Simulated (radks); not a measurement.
Question: These are the eigenvalues of the occupied orbitals of an atom or ion with whole-number occupations (eV). Method: non-relativistic Kohn-Sham, LDA (Slater exchange, Perdew-Wang correlation), spin-polarised, spherical densities, point nucleus; computed with a radial shooting solver on a logarithmic mesh with Libxc functionals.

| orbital | eigenvalue |
|---|---|
| 1s | -10215.98 |
| 2s | -1912.712 |
| 2p | -1788.776 |

Which element is it, and in what charge state? The configuration may be excited. Open shells, if any, are filled with parallel spins first.

Answer: Z = 30, zinc, charge +20: Zn20+ in [Ne]. The list shows which subshells hold electrons but not how many an open one holds; the 1s level, -375.43 hartree, gives Z - s = 27.4 by -(Z - s)^2/2, which with screening narrows Z to a few neighbours, and the depths of the outer levels then fix element, charge and occupations together.
